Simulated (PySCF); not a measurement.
# Cr: ionisation energy

Cr [Ar] 3d5 4s1 (7S) → Cr+ [Ar] 3d5 (6S), as a difference of total energies. All numbers are calculated (PySCF 2.14, the spin-free X2C one-electron Hamiltonian (Gaussian nucleus), in x2c-TZVPall). Correlated levels: valence: [Ar] frozen. The calculations carry no spin-orbit coupling.

```tsv
method	ionisation energy (eV)	error (eV)
UHF	6.016	-0.751
LDA	7.619	+0.852
PBE	7.406	+0.639
MP2 (valence)	6.408	-0.359
SCS-MP2 (valence)	6.147	-0.620
```

Reference: 6.767 eV (measured; NIST Atomic Spectra Database, ionization energies).

Errors of the correlated levels include the incompleteness of this basis and the frozen core.
